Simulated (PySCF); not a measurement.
## `F[C@@H]1C[Si@H]1Br`, C2H4BrFSi

Molfile (atoms numbered from 1):
```
C2H4BrFSi
     RDKit          3D

  9  9  0  0  0  0  0  0  0  0999 V2000
   -1.3361    1.2301    1.0343 F   0  0  0  0  0  0  0  0  0  0  0  0
   -0.4793    0.8294    0.0422 C   0  0  2  0  0  0  0  0  0  0  0  0
   -0.6454   -0.6402   -0.3937 C   0  0  0  0  0  0  0  0  0  0  0  0
    0.9906   -0.2831    0.4550 Si  0  0  1  0  0  4  0  0  0  0  0  0
    2.7305   -0.0269   -0.8878 Br  0  0  0  0  0  0  0  0  0  0  0  0
   -0.4743    1.5863   -0.7373 H   0  0  0  0  0  0  0  0  0  0  0  0
   -0.7139   -0.8100   -1.4600 H   0  0  0  0  0  0  0  0  0  0  0  0
   -1.4178   -1.1723    0.1443 H   0  0  0  0  0  0  0  0  0  0  0  0
    1.3592   -0.7072    1.7778 H   0  0  0  0  0  0  0  0  0  0  0  0
  1  2  1  0
  2  3  1  0
  3  4  1  0
  4  5  1  0
  4  2  1  0
  2  6  1  6
  3  7  1  0
  3  8  1  0
  4  9  1  1
M  END
```

Method used: TDDFT B3LYP/def2-SVPD circular dichroism and optical rotation, one conformer, gas phase in PySCF. Geometry: GFN2-xTB.

The calculation is non-relativistic, which matters for the atoms heavier than Zn. States above about 7.0 eV (minus the energy of the highest occupied orbital) lie near or above the ionisation threshold and depend on the basis.

Problem. What are the CIP labels of the stereocentres?

Solution. C2 S, Si4 R.

Problem. List the lowest 12 singlet excitations with oscillator and rotatory strengths.

Solution. Rotatory strengths R in 10⁻⁴⁰ esu² cm², velocity form and length form (origin at the centre of mass); f in length form.
| state | E (eV) | λ (nm) | f | R (velocity) | R (length) | main |
| --- | --- | --- | --- | --- | --- | --- |
| 1 | 5.15 | 241 | 0.001 | +6.8 | +6.5 | HOMO→LUMO 0.98 |
| 2 | 5.92 | 210 | 0.015 | -34.8 | -34.6 | HOMO→LUMO+2 0.81, HOMO→LUMO+1 0.15 |
| 3 | 6.04 | 205 | 0.047 | +9.2 | +10.4 | HOMO→LUMO+1 0.60, HOMO−1→LUMO 0.22 |
| 4 | 6.39 | 194 | 0.097 | +2.3 | +2.2 | HOMO−1→LUMO 0.70, HOMO→LUMO+1 0.15 |
| 5 | 6.57 | 189 | 0.002 | +0.7 | +1.3 | HOMO→LUMO+3 0.96 |
| 6 | 6.81 | 182 | 0.006 | -15.7 | -14.8 | HOMO−1→LUMO+1 0.88 |
| 7 | 7.04 | 176 | 0.017 | +8.7 | +7.9 | HOMO→LUMO+4 0.67, HOMO−1→LUMO+2 0.16 |
| 8 | 7.08 | 175 | 0.021 | +1.2 | +1.2 | HOMO−2→LUMO 0.74, HOMO→LUMO+4 0.12 |
| 9 | 7.12 | 174 | 0.009 | +14.0 | +14.2 | HOMO−3→LUMO 0.62, HOMO−1→LUMO+2 0.17 |
| 10 | 7.31 | 170 | 0.041 | +4.2 | +3.9 | HOMO−1→LUMO+2 0.33, HOMO→LUMO+5 0.25 |
| 11 | 7.33 | 169 | 0.034 | -0.5 | -2.6 | HOMO→LUMO+5 0.63, HOMO−3→LUMO 0.22 |
| 12 | 7.53 | 165 | 0.037 | -12.2 | -13.1 | HOMO→LUMO+6 0.67 |

Among the states computed, the strongest CD band (largest |R|) is state 2. The largest dissymmetry factor in size, g = 4R/(D+G), with D and G the electric and magnetic dipole strengths, is +0.04 for state 1 (velocity form, f = 0.001), among bands with |R| over 0.5. The mirror image has the same energies and oscillator strengths and all R with the opposite sign.
